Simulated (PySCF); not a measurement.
Ga(H)2(NH2) (GaH₄N), SMILES [GaH2][NH2]. Atoms are numbered in the order given.

```xyz
6

Ga     0.0000     0.0000    -0.3844
H      0.0000    -1.3971    -1.0821
H      0.0000     1.3971    -1.0821
N      0.0000     0.0000     1.4393
H      0.0000    -0.8342     2.0030
H      0.0000     0.8342     2.0030
```
Charge 0, spin multiplicity 1.

The structure is a stationary point at B3LYP-D3(BJ)/def2-TZVP.

Computed with B3LYP-D3(BJ)/def2-TZVP run with PySCF.

Frequencies are harmonic and unscaled.

Computed vibrational spectrum:
| mode | ν (cm⁻¹) | IR (km/mol) | Raman (Å⁴/amu) | depolarisation | moving atoms (share of kinetic energy) |
|---|---|---|---|---|---|
| 1 | 317 | 223.8 | 0.6 | 0.75 | H 78 %, N 21 % |
| 2 | 437 | 24.9 | 4.4 | 0.75 | H 97 % |
| 3 | 538 | 0.0 | 2.9 | 0.75 | H 100 % |
| 4 | 611 | 46.7 | 0.1 | 0.75 | H 95 % |
| 5 | 683 | 134.2 | 11.7 | 0.08 | N 53 %, H 27 %, Ga 20 % |
| 6 | 743 | 37.8 | 11.0 | 0.67 | H 83 %, N 17 % |
| 7 | 767 | 97.6 | 2.6 | 0.75 | H 80 %, N 18 % |
| 8 | 1568 | 26.7 | 2.4 | 0.66 | H 90 %, N 10 % |
| 9 | 1985 | 59.0 | 269.7 | 0.12 | H 100 % |
| 10 | 1987 | 245.6 | 49.2 | 0.75 | H 98 % |
| 11 | 3574 | 14.8 | 165.5 | 0.11 | H 96 % |
| 12 | 3674 | 22.0 | 80.9 | 0.75 | H 91 %, N 9 % |
